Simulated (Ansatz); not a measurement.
Ansatz results at the PBE0-D4/def2-TZVP geometry: HOMO energy (PBE0/def2-TZVPP) -6.23 eV; HOMO energy (ωB97M-V/def2-TZVPP) -8.39 eV; size of the dipole moment (PBE/def2-TZVPP) 2.38 D.

Each molecule was computed in one conformer, which needn't be the lowest.

(1) Which molecule gave them?
A. `O[CH](F)[GeH2][F]`
B. `C=C(N)S`
C. `B[SiH2]CB[SiH3]`
D. `N/C=C\S`

Results:

(1) D. The others give `C=C(N)S`: -6.10, -8.26, 1.57; `B[SiH2]CB[SiH3]`: -7.66, -9.74, 1.32; `O[CH](F)[GeH2][F]`: -8.55, -10.82, 2.65.
